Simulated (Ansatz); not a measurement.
Input for Ansatz (an electronic-structure program): R-CCSD(T)/def2-SVP on BH2IO (SMILES OBI), a point of a torsion scan. Elements past Kr take the def2 small-core potentials; no spin–orbit coupling. The run froze 11 orbitals, filled d shells among them.

Ansatz 0.2 input:
```yaml
crystal:
  periodic: [false, false, false]
  atoms:
    - {symbol: O, position_ang: [-0.98864021, -0.29135630, -0.32543140]}
    - {symbol: B, position_ang: [0.13515402, 0.33607226, -0.60285906]}
    - {symbol: I, position_ang: [0.03162128, 2.40703181, -1.07084175]}
    - {symbol: H, position_ang: [-1.26311682, -0.76204243, 0.45142862]}
    - {symbol: H, position_ang: [1.20553053, -0.15167224, -0.52977183]}
basis:
  gaussian:
    orbitals: def2-SVP
magnetization: {spin_polarized: false}
correlation: {method: ccsd_t, electrons: outside_noble_gas}
scf: {lower_state_search: off}
```

The log:

```
WARN ansatz: RAYON_NUM_THREADS=1 ignored (pool sized by the plan → 1); use --threads N
Functional definition: HF
these checks for a lower state are left out or cut short: stability, starts, cluster_reference, orbital_swaps, neighbouring_geometries, increment
integrals: 0.04 GiB planned
709 factors; integrals over basis functions are off by at most 1.1e-3 eV
mean field: 0.15 GiB planned
mean field evaluation 1: about -10810.4224 eV, gradient 3.0e1 eV
mean field evaluation 2: about -10810.4843 eV, gradient 3.0e1 eV
mean field evaluation 4: about -10812.3198 eV, gradient 2.3e0 eV
mean field evaluation 8: about -10812.3464 eV, gradient 1.7e-1 eV
mean field -10812.34663522 eV, -397.3464099725 hartree, gradient 1.4e-6 eV, S^2 0.000000; 0 other end points of the search recorded, 0 dependent functions left out
11 core orbitals not correlated
reference -10812.34663522 eV, -397.3464099725 hartree; 9, 9 occupied and 44, 44 virtual orbitals, 709 factors
second order -9.95074678 eV of doubles, -0.00000000 eV of singles
coupled cluster: 0.11 GiB planned
cycle   1  -10.28513467 eV  change   -3.3e-1 eV  update   7.9e-2
cycle   2  -10.52952876 eV  change   -2.4e-1 eV  update   2.3e-2
cycle   3  -10.59150272 eV  change   -6.2e-2 eV  update   1.4e-2
cycle   4  -10.58700620 eV  change    4.5e-3 eV  update   3.9e-3
cycle   5  -10.58574735 eV  change    1.3e-3 eV  update   1.4e-3
cycle   6  -10.58590419 eV  change   -1.6e-4 eV  update   4.7e-4
cycle   7  -10.58575343 eV  change    1.5e-4 eV  update   1.5e-4
cycle   8  -10.58577649 eV  change   -2.3e-5 eV  update   7.1e-5
cycle   9  -10.58579389 eV  change   -1.7e-5 eV  update   2.7e-5
cycle  10  -10.58578548 eV  change    8.4e-6 eV  update   9.4e-6
perturbative correction -0.26135442 eV, -0.0096045980 hartree
Total energy: -10823.19377512 eV, -397.7450350116 hartree
Checks for a lower state left out: stability, starts, cluster_reference, orbital_swaps, neighbouring_geometries, increment
```

The run converged.

Cost: very roughly 2.7 core-seconds.
